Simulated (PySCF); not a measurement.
Spectrum to structure. Level of theory: TDDFT PBE0/def2-SVPD, vertical, gas phase, core orbitals frozen in the response (PySCF 2.14.0, density-fitted response routines). Geometries: GFN2-xTB, one conformer each.

```csv
state,ν̃ (cm⁻¹),f,"main configurations (H = HOMO, L = LUMO)"
S1,55390,0.024,"H→L (47%), H→L+1 (38%), H→L+3 (11%)"
S2,57770,0.014,H→L+2 (87%)
S3,58170,0.134,"H→L (42%), H→L+3 (32%), H→L+1 (20%)"
S4,60170,0.044,"H→L+3 (43%), H→L+1 (28%), H→L+4 (18%)"
S5,60830,0.056,"H→L+4 (76%), H→L+3 (10%)"
S6,63810,0.0037,H-1→L (84%)
```

Orbital energies (eV): HOMO-3 -9.34, HOMO-2 -9.13, HOMO-1 -8.94, HOMO -7.14, LUMO 0.54, LUMO+1 0.89, LUMO+2 1.17.

**Question.** Which candidate is it? All have the formula C7H11F.
A. `FCC[C@H]1CC12CC2`
B. `C1C[C@H](C=1F)C(C)C`
C. `C=C[C@H](F)/C=C/CC`

**Answer.** B. Its S1 lies at 6.87 eV; the nearest of the others has S1 at 6.36 eV. S1 is HOMO→LUMO (47%), HOMO→LUMO+1 (38%), HOMO→LUMO+3 (11%). Löwdin shares by element: HOMO carbon 70% or more, fluorine 11% (atoms not listed hold the other 19%); LUMO carbon 52% or more, hydrogen 7% or more, fluorine 6% (atoms not listed hold the other 35%). At the same level the other candidates give, for their lowest levels:
- `FCC[C@H]1CC12CC2`: 7.60 eV (f 0.011); 7.86 eV (f 0.012); 7.91 eV (f 0.031); 8.02 eV (f 0.006); 8.05 eV (f 0.020); T1 7.46 eV; HOMO -7.88, LUMO 0.82 eV
- `C=C[C@H](F)/C=C/CC`: 6.36 eV (f 0.383); 6.64 eV (f 0.030); 7.20 eV (f 0.015); 7.40 eV (f 0.064); 7.48 eV (f 0.018); T1 4.29 eV; HOMO -7.41, LUMO -0.30 eV

Conformer computed: `[CH3:1][CH:2]([CH3:3])[C@@H:4]1[CH2:5][CH:6]=[C:7]1[F:8]`: C1–C2–C4–C5 -70°.
Triplets come from the Tamm–Dancoff approximation.

Without π bonds the low states may be Rydberg-like; a valence basis with one diffuse set may place them up to an eV too high.
